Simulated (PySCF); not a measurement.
C2H7NOSi2, SMILES C1([SiH3])=NC[SiH2]O1. Coordinates come from a PBE0-D3(BJ)/def2-SVP optimisation. This is a generated structure with no PubChem entry under its InChIKey; it may be hypothetical. Other conformers were not sampled.

**Question.** Give the equilibrium geometry at PBE0-D3(BJ)/def2-SVP (PySCF confirms it by a frequency run) as Cartesian coordinates in Å, and its point group. (An estimate is asked for; the answer gives what the named calculation found.)

**Answer.** This is not unique; one that fits is point group Cs.
```xyz
13

Si    -0.1292    -2.4105     0.0000
C      0.1342    -0.5328     0.0000
N      1.2907    -0.0009     0.0000
C      1.2640     1.4625     0.0000
Si    -0.5904     1.8818     0.0000
O     -1.0083     0.2165     0.0000
H     -0.9122    -2.7846     1.2143
H     -0.9122    -2.7846    -1.2143
H      1.1932    -3.0917     0.0000
H      1.8105     1.8409    -0.8798
H      1.8105     1.8409     0.8798
H     -1.1367     2.5381     1.2199
H     -1.1367     2.5381    -1.2199
```
